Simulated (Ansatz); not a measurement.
C$_{7}$H$_{8}$O, triplet (typed; the unrestricted solution is spin-contaminated), at a GFN2-xTB geometry (a higher spin typed on purpose: for a closed-shell molecule this is an excited state); MP2/6-311G** run with Ansatz (an electronic-structure program).

Here is a job for Ansatz.
Ansatz 0.2 input:
```yaml
crystal:
  periodic: [false, false, false]
  atoms:
    - {symbol: C, position_ang: [-2.78186503, 0.23684651, -0.14039591]}
    - {symbol: O, position_ang: [-1.69961912, -0.47020552, -0.68097207]}
    - {symbol: C, position_ang: [-0.43433259, -0.20352678, -0.24939057]}
    - {symbol: C, position_ang: [0.61542253, -0.95639157, -0.85658381]}
    - {symbol: C, position_ang: [1.90597796, -0.76820759, -0.51100788]}
    - {symbol: C, position_ang: [2.24289758, 0.23843572, 0.52210363]}
    - {symbol: C, position_ang: [1.20405287, 0.98512866, 1.12672689]}
    - {symbol: C, position_ang: [-0.09393761, 0.81036884, 0.79295653]}
    - {symbol: H, position_ang: [-3.67008755, -0.14706680, -0.64133420]}
    - {symbol: H, position_ang: [-2.87561608, 0.06922139, 0.93800899]}
    - {symbol: H, position_ang: [-2.69723092, 1.31224785, -0.33029248]}
    - {symbol: H, position_ang: [0.32634537, -1.67946990, -1.60442786]}
    - {symbol: H, position_ang: [2.70654695, -1.32868306, -0.96191413]}
    - {symbol: H, position_ang: [3.26980135, 0.38631833, 0.80382738]}
    - {symbol: H, position_ang: [1.46928755, 1.71472317, 1.87982426]}
    - {symbol: H, position_ang: [-0.88138802, 1.37843070, 1.25763135]}
basis:
  gaussian:
    orbitals: 6-311G__.json
magnetization: {spin_polarized: true, initial_magnetization: 2}
correlation: {method: mp2}
```
The basis file holds 6-311G** in the JSON format of the Basis Set Exchange.

What the program printed (banner, timings and long lists left out):

```
Functional definition: HF
1545 factors; integrals over basis functions are off by at most 1.4e-3 eV
mean field evaluation 1: about -9369.7638 eV, gradient 2.8e1 eV
mean field evaluation 2: about -9369.7876 eV, gradient 2.8e1 eV
mean field evaluation 4: about -9374.9917 eV, gradient 4.7e0 eV
mean field evaluation 8: about -9375.7914 eV, gradient 4.7e-1 eV
mean field evaluation 16: about -9375.8004 eV, gradient 2.0e-6 eV
mean field -9375.80035424 eV, -344.5543078725 hartree, gradient 2.0e-6 eV, S^2 2.309690; 2 other end points of the search recorded, 0 dependent functions left out
8 core orbitals not correlated
reference -9375.80035424 eV, -344.5543078725 hartree; 22, 20 occupied and 162, 164 virtual orbitals, 1545 factors
second order -29.81451141 eV of doubles, -0.00000000 eV of singles
Total energy: -9405.61486565 eV, -345.6499709579 hartree
```
